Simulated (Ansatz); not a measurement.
System: AsF2, charge 0, doublet. AsF2 (SMILES F[As]F, doublet).
B3LYP-D3(BJ)/def2-TZVP minimum from Ansatz (an electronic-structure program):
```
As
F 1 1.7444
F 1 1.7444 2 96.75
```
Charge 0, spin multiplicity 2.

Total energies in cc-pVDZ, 19 correlated electrons, 16 frozen orbitals. Radicals and triplets start from unrestricted determinants; spin-orbit coupling is neglected. Correlated methods leave the cores frozen (noble-gas shells, and filled d and f shells in the p block). No relativity.

```csv
method,program,energy (Eh),minus CCSDT(Q) (mEh)
HF,Ansatz,-2433.07052,485.75
MP2,Ansatz,-2433.53320,23.07
CCSD,Ansatz,-2433.54458,11.70
CCSD(T),Ansatz,-2433.55421,2.06
CCSDT(Q),Ansatz,-2433.55627,0.00
```

Rough core times of Ansatz's runs on a shared machine: CCSD(T) under 20 s, CCSDT(Q) 50 s.
